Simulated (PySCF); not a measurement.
## How methods differ on the excitation energy of Cu⁺

Cu⁺ [Ar] 3d10 (1S) → Cu⁺ [Ar] 3d9 4s1 (3D), as a difference of total energies. Calculation: PySCF 2.14, in aug-cc-pwCVDZ-PP with ECP10MDF (6s6p5d3f, 70 functions); scalar relativity through the core potential. Correlated levels: valence: 3s2 3p6 frozen; valence and next inner shell: nothing frozen outside the core potential. The calculations carry no spin-orbit coupling.

```tsv
method	excitation energy (eV)
UHF	0.649
LDA	2.912
PBE	2.521
PBE0	2.242
r2SCAN	1.983
M06-L	2.174
LC-wPBE	2.730
B2PLYP	2.521
MN15	4.423
MP2 (valence)	3.410
SCS-MP2 (valence)	3.137
MP2 (valence and next inner shell)	3.816
SCS-MP2 (valence and next inner shell)	3.461
```

**Question.** How much does correlation contribute at MP2 (valence and next inner shell)?

**Answer.** 3.816 − (0.649) = 3.167 eV, measured against UHF.

Errors of the correlated levels include the incompleteness of this basis and the frozen core.

For comparison: 2.808 eV (measured; NIST levels, between the centres of gravity of the two terms).
